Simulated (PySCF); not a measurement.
4-methylidene-2,3-dihydropyrrole (C5H7N), SMILES C=C1C=NCC1.

Geometry: PBE0-D3(BJ)/def2-SVP. The values are those of a single conformer.

Method: SMD-M06-2X/6-31G* in PySCF.

Solvation free energies are E(SMD) − E(gas) at the gas-phase geometry, for 1 M in both phases. In vacuum the dipole moment is 1.99 D.

Computed solvation free energies in water, chloroform, diethylether:
```
solvent       ΔG(solv) (kcal/mol)  its non-electrostatic (CDS) part  dipole (D)
------------  -------------------  --------------------------------  ----------
water                        -5.7                              -0.2        2.64
chloroform                   -5.7                              -1.9        2.44
diethylether                 -5.0                              -1.3        2.42
```
